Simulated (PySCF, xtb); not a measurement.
NSi, SMILES N#[Si], multiplicity 2. Atoms are numbered in the order given.

```xyz
2

Si     0.0000     0.0000    -0.5212
N      0.0000     0.0000     1.0425
```
Charge 0, spin multiplicity 2.

The structure is a stationary point at PBE0-D3(BJ)/def2-TZVPD.

Computed with C-PCM-PBE0/def2-TZVPD (PySCF 2.14.0).

The values are the electrostatic part of the solvation free energy, E(continuum) − E(gas) at the gas-phase geometry, in a cavity of scaled van der Waals radii (PySCF's table); cavitation and dispersion terms are not included. The dipole moment in vacuum is 2.73 D.

| solvent | ε | ΔG(elec) (kcal/mol) | dipole (D) |
|---|---|---|---|
| water | 78.36 | -4.2 | 4.01 |
| dichloromethane | 8.93 | -3.7 | 3.83 |
| acetone | 20.49 | -4.0 | 3.95 |

For comparison, GFN2-xTB/ALPB(water) (xtb, at the GFN2-xTB geometry, all terms of that model) gives -1.0 kcal/mol.
